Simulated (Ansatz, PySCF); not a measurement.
The pair A = CH3F (SMILES CF) (first 5 atoms), B = CH6Si (SMILES C[SiH3]); geometry from B3LYP-D3(BJ)/def2-TZVP.
(charge 0, multiplicity 1):
```xyz
13

C     -0.14707    -0.13374     0.50806
F      1.00171     0.15185     1.23919
H     -0.85899     0.68064     0.64403
H      0.12511    -0.22828    -0.54367
H     -0.57110    -1.06839     0.87567
C     -0.66586    -0.13482     6.05283
Si    -0.00555    -0.01327     4.29858
H     -0.58055     0.82348     6.56882
H     -0.10909    -0.87693     6.62829
H     -1.71791    -0.42643     6.05615
H     -0.78215     0.99344     3.53498
H     -0.14023    -1.32314     3.61620
H      1.42077     0.38243     4.31051
```

Correlated levels freeze the cores. Rows in 6-31G* carry no dispersion term and start afresh at each structure (6-31G* with six Cartesian d functions). MP2/6-31G* freezes PySCF's default core.

Run with Ansatz (an electronic-structure program); PySCF for 6-31G* rows. 

Total energies (hartree), monomers frozen at their geometry in the pair:

```csv
structure,B3LYP/6-31G*,MP2/6-31G*,CCSD(T)/aug-cc-pV(D+d)Z
AB,-470.9475492,-469.8249498,-470.0730333
A in the pair's basis,-139.7373986,-139.3394019,-139.4475054
B in the pair's basis,-331.2109130,-330.4856056,-330.6238166
A,-139.7337239,-139.3358137,-139.4466063
B,-331.2106653,-330.4851438,-330.6228265
```

Q: Work out the interaction energy without and with the counterpoise correction, and the superposition error, for each level.

A: 
E(AB) − E(A) − E(B), times 627.509 kcal/mol, with the monomers in their own basis and then in the pair's basis:
- B3LYP/6-31G*: -1.98 uncorrected, 0.48 corrected; the monomers gain 2.46 kcal/mol from borrowed functions
- MP2/6-31G*: -2.51 uncorrected, 0.04 corrected; the monomers gain 2.54 kcal/mol from borrowed functions
- CCSD(T)/aug-cc-pV(D+d)Z: -2.26 uncorrected, -1.07 corrected; the monomers gain 1.19 kcal/mol from borrowed functions
